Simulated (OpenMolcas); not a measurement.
## Ru4+: moving or changing the point charges

Ru4+ among 4 point charges of -2 e arranged as a tetrahedron (Td), 2 Å from the ion.

| Quantity | Value |
| --- | --- |
| Program | OpenMolcas 26.06 |
| Method | CASSCF |
| Basis | ANO-RCC-VDZP [6s5p3d1f] |
| Scalar Hamiltonian | DKH2, point nucleus |
| Active space | 4 electrons in 5 orbitals (4d) |
| State averaging | 2S+1 = 5 even, 5 roots; 2S+1 = 3 even, 45 roots; 2S+1 = 1 even, 50 roots |
| Spin-orbit coupling | RASSI with atomic mean-field integrals over the reference wave functions |

Runs around this geometry, states (labels of Td). Energies in cm-1 above the lowest state or level, χT in cm3 K/mol; under a threefold ground state the first gap can be a small split of the lowest multiplet, not the spin-orbit step; 10Dq and B are least-squares fits to the states below 45000 cm-1, weighted by degeneracy, with a free offset, and given where the rms deviation is under 5 % of |10Dq| (or 100 cm-1) and under 700 cm-1; 10Dq is negative for this site.

```tsv
R (Å)	q (e)	Ground state	First state of that spin	10Dq	B (rms of fit)	First gap with spin-orbit (degeneracies)	χT at 300 K	First state of another spin
2	-1.3	5T2	5E 2036	-2132	947 (32)	435.7 (1, 3)	0.798	3T1 18423
2	-2	5T2	5E 2938	-3060	941 (47)	400.5 (1, 3)	0.921	3T1 17713
2.09	-2	5T2	5E 2421	-2529	944 (39)	420.2 (1, 3)	0.851	3T1 18132
```

Taking |10Dq| as R^-n, n = -ln(2529 / 3060) / ln(2.09 / 2) = 4.3 between the shortest and longest distance. The point-charge formula for a cubic d site gives n = 5.

Scaling the charges by -1.3 / -2 = 0.65 scales |10Dq| by 2132 / 3060 = 0.70; with fixed orbitals a first-order splitting would follow the charge.

An orbital triplet at a regular site is open to Jahn-Teller coupling, which can distort the site and quench the lowest spin-orbit gaps and is left out. Without dynamic correlation the repulsion within the d shell is too large (B by tens of per cent), so at a given field states of lower spin stand too high. Point charges give a weaker field than real ligands, and real ions of this kind are as a rule low spin; the high spin found here belongs to the model. The ground term spreads over less than 5000 cm-1, several times less than with real ligands, so orbital moments are less quenched and χT lies further from the spin-only value than at real sites. Point charges carry no covalency, so the field is a model and not that of real ligands. No measured value stands beside these numbers.
